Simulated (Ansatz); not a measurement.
Three-fold rotor about C1–Sn2 in C2H8Sn (SMILES [CH3][SnH2][CH3]); single points on GFN2-xTB geometries with the dihedral held.
Staggered geometry (60°) (charge 0, multiplicity 1):
```xyz
11

C      1.743    -0.576    -0.101
Sn     0.049     0.765    -0.013
C      0.663     2.832    -0.174
H      2.430    -0.367     0.711
H      1.424    -1.609    -0.023
H      2.271    -0.451    -1.039
H     -1.044     0.392    -1.230
H     -0.800     0.525     1.413
H     -0.194     3.494    -0.137
H      1.184     2.997    -1.110
H      1.331     3.089     0.640
```

Frozen-core correlation. Filled d and f shells under p-block atoms count as core. CBS: X⁻³ extrapolation of the correlation energy, Hartree–Fock from the larger set. MP2 and its Hartree–Fock in def2-QZVPP are density fitted.

Codes used: Ansatz (Gaussian basis) for Hartree–Fock, density functionals and correlated methods.  In def2 rows elements past Kr take small-core potentials, without spin–orbit coupling.

Energies above the staggered point (kcal/mol):

```csv
dihedral (°),PBE/def2-TZVPP,"MP2/CBS(def2-TZVPP, def2-QZVPP) + ΔCCSD(T)/def2-TZVPP"
0,0.448,0.508
20,0.327,0.366
40,0.110,0.120
60,0.000,0.000
80,0.110,0.123
100,0.335,0.374
120,0.444,0.504
```

Moments of inertia of the two ends about the bond: 3.117 and 72.221 u Å².

**Question.** Fit V = V₃/2 (1 − cos 3φ) + V₆/2 (1 − cos 6φ), φ counted from the staggered point, and estimate the harmonic torsional frequency.

**Answer.** 
V₃ is the energy at φ = 60°; at φ = 20° (mean of both sides) V = 0.25 V₃ + 0.75 V₆. The reduced moment I₁I₂/(I₁ + I₂) = 2.988 u Å² gives F = 16.8576/I = 5.642 cm⁻¹ (a rough rule where the frame isn't a symmetric top). Near the minimum V = kφ²/2 with k = (9V₃ + 36V₆)/2, and ω = √(2Fk), with 1 kcal/mol = 349.755 cm⁻¹.
- PBE/def2-TZVPP: V₃ = 0.45, V₆ = -0.002 kcal/mol, k = 689 cm⁻¹/rad², ω = 88 cm⁻¹
- MP2/CBS(def2-TZVPP, def2-QZVPP) + ΔCCSD(T)/def2-TZVPP: V₃ = 0.51, V₆ = -0.008 kcal/mol, k = 752 cm⁻¹/rad², ω = 92 cm⁻¹

Ansatz is a first-principles code.
